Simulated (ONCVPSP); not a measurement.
**Hardness and transferability of assorted potentials**

Generated with ld1.x 7.5 (TM, RRKJ, ultrasoft, PAW), atompaw 4.2 or ONCVPSP 4.0.1. The cutoff is in Ry: for ld1.x and atompaw files where the sum of valence levels is converged to 10 mRy in a Bessel basis, for ONCV files where the hardest occupied wave has 1 mHa per electron of residual kinetic energy. The error is the largest all-electron minus pseudo excitation energy over each file’s own four to seven test configurations (ionisations up to +4, promotions, holes and added fractions of an electron), all of which were solved. The labels leave out finer settings (local radius, basis sizes, second energies), which also bear on the numbers. Spin-polarised tests are not counted. The rows are a selection from randomly drawn settings: files with unsolved tests, undetermined cutoffs or missed reference levels are left out.

```csv
element,potential,cutoff (Ry),largest error (meV),bound ghosts
B,"ONCV, PBEsol, non-relativistic, rc 1.25/3.95 (sp), local s, core correction yes, reference 2s2 2p1, qcut 5.7/4.3, projectors 0/3",24,+588,none
N,"ONCV, PBE, scalar-relativistic, rc 0.75/1.90 (sp), local smoothed, core correction yes, reference 2s2 2p3, qcut 9.5/7.4, projectors 2/1",61,+1331,none
Ar,"ONCV, BLYP, fully relativistic, rc 0.82/0.74/0.82 (spd), local smoothed, core correction no, reference 2s2 2p6 3s2 3p6, qcut 17.1/20.5/16.4, projectors 2/2/1",357,+42,none
V,"ONCV, LDA (Perdew-Wang 92), scalar-relativistic, rc 1.35/1.35/2.35 (spd), local smoothed, core correction yes, reference 3s2 3p6 3d3, qcut 7.6/11/5.9, projectors 1/2/2",47,+427,none
```

Question: Fill in the row for Tm: ONCV, PBE, non-relativistic, rc 2.55/2.15/2.35/2.70 (spdf), local smoothed, core correction yes, reference 5s2 5p6 5d1 6s1, qcut 6.1/5.6/3.6/4.6, projectors 2/3/3/2.

Answer: cutoff 45 Ry, largest error +10 meV, bound ghosts: none.

Question: Fill in the row for Zn: ONCV, PBE, scalar-relativistic, rc 1.30/0.95/1.20 (spd), local smoothed, core correction yes, reference 3s2 3p6 3d10 4s2, qcut 16.9/12.4/14, projectors 2/2/1.

Answer: cutoff 149 Ry, largest error -22 meV, bound ghosts: none.

Question: Fill in the row for Mn: ONCV, LDA (Perdew-Zunger), scalar-relativistic, rc 1.55/1.00/1.20 (spd), local smoothed, core correction yes, reference 3s2 3p6 3d6 4s1, qcut 10.1/7.4/12.1, projectors 2/2/3.

Answer: cutoff 118 Ry, largest error +6.2 meV, bound ghosts: none.
